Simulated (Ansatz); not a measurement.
`[CH3][Al]([NH2])[SiH2][SiH3]` + `B[N]1[CH2][AlH]1` → `[SiH3][SiH2][N]1[CH2][AlH]1` + `[BH2][Al]([CH3])[NH2]`  (redistribution)

Isolated molecules relaxed with PBE0-D4/def2-TZVP in Ansatz; ΔE leaves out vibrations. CCSD(T)/CBS adds triple-zeta CCSD(T) − MP2 to the extrapolated MP2 energy (def2 sets, frozen cores). Functionals use def2-TZVPP. One conformer a species, not always the lowest.

```json
{"level": "PBE-D4", "ΔE (kJ/mol)": "145.4"}
{"level": "B2PLYP", "ΔE (kJ/mol)": "129.9"}
{"level": "PBE0", "ΔE (kJ/mol)": "141.1"}
{"level": "SCS-MP2/def2-QZVPP", "ΔE (kJ/mol)": "119.9"}
```

(1) What does CCSD(T)/CBS give? (Best estimate.)

Largest T1 diagnostic among the species: 0.014.

Results:

(1) Ansatz gave: +124.5 kJ/mol. The listed levels differ from it by 20.9, 5.4, 16.6, -4.6 kJ/mol.

From PBE to PBE0 (25 % exact exchange), in def2-TZVPP and without D4, ΔE moves by −6.2 kJ/mol. In def2-TZVPP, CCSD(T) changes the Hartree–Fock value by +15.6 kJ/mol (the triples alone add +3.5 kJ/mol) and MP2 by +15.8 kJ/mol.
